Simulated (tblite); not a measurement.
Problem. What does the GFN2-xTB structure of InChI=1S/C6H10O2Si/c1-4(8)5-2-6(5,9)3-7/h3,5H,2H2,1,9H3/t5-,6+/m0/s1 look like in three dimensions?

Solution. 
```
atom  x, y, z in Å
C1     2.7399   -0.4888    0.1307
C2     1.4164    0.1382   -0.2004
O3     1.2974    1.3192   -0.4614
C4     0.2499   -0.7527   -0.1867
C5    -0.6448   -0.7538   -1.3881
C6    -1.1006   -0.0381   -0.1479
Si7   -1.1028    1.8632   -0.1778
C8    -2.1251   -0.7419    0.6397
O9    -2.0976   -1.9094    0.9368
H10    3.5374    0.2449    0.0509
H11    2.7062   -0.8813    1.1456
H12    2.9325   -1.3207   -0.5439
H13    0.3451   -1.6876    0.3513
H14   -0.3538   -0.1496   -2.2345
H15   -1.1202   -1.6918   -1.6405
H16   -0.7926    2.3726   -1.5048
H17   -0.4004    2.4214    0.9697
H18   -2.5341    2.1590    0.0493
H19   -2.9624   -0.0938    0.9605
```

Any rigid rotation of these coordinates is as good. Atoms count from 1 in this order. Si7 and O3 aren't drawn bonded (4 bonds apart) but lie 2.48 Å from each other; Cordero's covalent radii sum to 1.77 Å. The 3-membered ring C4–C5–C6 has internal angles of 59.2° to 61.2°. Si7 (SiH3 silicon) is distorted tetrahedral (angles from 101.5° to 118.8°). The 6 C–C bonds span 1.468 Å (C2–C4, drawn single) to 1.528 Å (C4–C6, drawn single), a spread of 0.060 Å.

Bonds between heavy atoms (Å): C1–C2 1.502, C2=O3 1.215, C2–C4 1.468, C4–C5 1.498, C5–C6 1.503, C6–Si7 1.902, C6–C8 1.472, C8=O9 1.205, C4–C6 1.528.

The geometry is computed with GFN2-xTB (gas phase).

Point group: C1 (no symmetry element, even within 0.4 Å). Its GFN2-xTB frequencies are all real (lowest 51 cm⁻¹). One conformer, not necessarily the lowest (C1–C2–C4–C5 -129°, C5–C6–C8–O9 46°). 3 starts were optimised and ended at 0.00, 0.47 and 7.42 kcal/mol (GFN2-xTB); the lowest of these is shown.

Hardware: one thread of an Arm Neoverse N1, shared host with 64 logical CPUs at a one-minute load of 47. Cost: 1.9 s wall. That covers the optimisation of the geometry.
